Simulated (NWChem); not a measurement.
Species: C2H3FO2Si; SMILES O=C1C[Si@@H](F)O1

```xyz
9

O      0.2395     2.4242    -0.3345
C      0.0545     1.2774    -0.0956
C     -1.2359     0.4412    -0.0408
Si    -0.0586    -0.9244     0.4254
F      0.1782    -2.0776    -0.6757
O      1.0373     0.3711     0.2323
H     -1.7324     0.3761    -1.0203
H     -1.9535     0.8296     0.6961
H     -0.0029    -1.5630     1.7538
```
Atoms are numbered in this order, from 1.

All runs: NWChem. Pople sets run with spherical d functions. Geometry: optimised at PBE0/def2-SVP. Isolated, static molecule.

GIAO at B3LYP/6-31G*: principal shieldings of F5 are 263.4, 345.8, 373.9 ppm; an isolated trichlorofluoromethane molecule has σ = 194.2 ppm at the same levels.

Problem. Find the isotropic 19F shift, its principal values, the span and the skew.

Solution. 
1. σ(iso) = one third of the sum = 327.7 ppm.
2. δ = σ(reference) − σ = -133.5 ppm against trichlorofluoromethane.
3. δ11, δ22, δ33 = -69.2, -151.6, -179.7 ppm.
4. Span Ω = δ11 − δ33 = 110.5 ppm; skew κ = 3(δ22 − δ(iso))/Ω = -0.49.
